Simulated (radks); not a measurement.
Q: S4+, configuration [Ne] 3s2 (the NIST ground configuration). Calculated with a radial shooting solver on a logarithmic mesh with Libxc functionals: non-relativistic Kohn-Sham, PBEsol, spin-polarised, spherical densities, point nucleus. Some entries of the table are withheld. Estimate them.

orbital  occ.  eigenvalue (eV)  <r> (bohr)
1s          2              (1)     0.09739
2s          2        -269.3021         (2)
2p          6              (3)         (4)
3s          2              (5)         (6)

A: 
(1) 1s eigenvalue (eV): -2455.405
(2) 2s <r> (bohr): 0.4796
(3) 2p eigenvalue (eV): -215.9104
(4) 2p <r> (bohr): 0.4404
(5) 3s eigenvalue (eV): -65.6707
(6) 3s <r> (bohr): 1.471
